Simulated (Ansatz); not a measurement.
Species: SnH$_{2}$ (charge 0, singlet). SMILES: [SnH2]
Structure (B3LYP-D3(BJ)/def2-TZVP (Ansatz, a program for electronic structure) minimum search):
```
Sn
H 1 1.7807
H 1 1.7807 2 90.56
```
Charge 0, spin multiplicity 1.

Computed values are from Ansatz. Cores are frozen in the correlated levels unless marked. UHF or UKS for open shells. Spin-orbit coupling is left out. Frozen are the shells of the preceding noble gas and the d and f shells that filled before the atom's block. Past Kr the def2 sets carry scalar-relativistic core potentials. CBS marks a two-point X^-3 extrapolation of the correlation energy; Hartree-Fock from the larger set.

- atomisation energy De: 128.2 kcal/mol at CCSD(T)/CBS(def2-TZVPPD,def2-QZVPPD)
- vertical ionisation energy (to the doublet): 8.92 eV at CCSD(T)/CBS(def2-TZVPPD,def2-QZVPPD)
- vertical triplet-singlet gap: 1.45 eV at CCSD(T)/CBS(def2-TZVPPD,def2-QZVPPD)
- total energy: -214.6071 Eh at CCSD(T)/CBS(def2-TZVPPD,def2-QZVPPD)
- dipole moment: 0.73 D at CCSD(T)/def2-SVPD
- T1 diagnostic: 0.014 at CCSD/def2-QZVPPD

The Hartree-Fock reference is unstable (checked in the largest basis), which strains HF and MP2.
